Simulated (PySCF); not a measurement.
## Electric field gradients and quadrupole coupling constants

Compound: C7H5FO.
Structure used (PBE0-D3(BJ)/def2-TZVP), in Å, numbered top down from 1:
```
atom  x, y, z in Å
O1     3.1476   -0.3668    0.4542
C2     2.3224    0.3526   -0.0443
C3     0.8660    0.1130   -0.0051
C4     0.3502   -1.0097    0.6376
C5    -1.0163   -1.2169    0.6609
C6    -1.8759   -0.3122    0.0486
C7    -1.3418    0.7951   -0.5815
F8    -2.1685    1.6664   -1.1685
C9     0.0178    1.0265   -0.6216
H10    2.6225    1.2761   -0.5841
H11    1.0381   -1.7009    1.1087
H12   -1.4273   -2.0876    1.1577
H13   -2.9495   -0.4547    0.0545
H14    0.4066    1.9047   -1.1253
```

Field gradients from the PBE0/pcSseg-2 density (PySCF, non-relativistic), principal values in atomic units, ordered |Vxx| ≤ |Vyy| ≤ |Vzz|:

```json
{"atom": "O1", "Vxx": "0.4358", "Vyy": "1.5178", "Vzz": "-1.9536"}
```

**Question.** Find the asymmetry η = (Vxx − Vyy)/Vzz and the couplings χ = eQV/h (234.96 MHz × Q in barn × V in au), with Q(17O) = −0.0256 b.

**Answer.** 
```csv
atom,environment,nucleus,η,χzz (MHz),χxx (MHz),χyy (MHz)
O1,aldehyde oxygen,17O,0.55,11.75,-2.62,-9.13
```

**Question.** What is Vzz at O1 in SI units (1 au = 9.71736 × 10²¹ V/m²)?

**Answer.** -1.9536 au = -18.984 × 10²¹ V/m².

**Question.** And the gradient at the other heavy atoms, for which no coupling is worked out here?

**Answer.** 
```
atom                  environment  Vzz (au)     η
  C2              aldehyde carbon     0.550  0.04
  C3  substituted aromatic carbon     0.311  0.23
  C4           aromatic CH carbon     0.368  0.06
  C5           aromatic CH carbon     0.357  0.15
  C6           aromatic CH carbon     0.313  0.21
  C7          aromatic C–F carbon    -0.479  0.56
  F8                aryl fluorine     2.885  0.16
  C9           aromatic CH carbon     0.304  0.22
```

Were the hydrogens deuterons (Q(2H) = 0.00286 b), χzz would run from 165 kHz (H10) to 198 kHz (H13 and H12).

One conformer (not necessarily the lowest) at the PBE0-D3(BJ)/def2-TZVP geometry, without solvent, vibrations or thermal averaging.
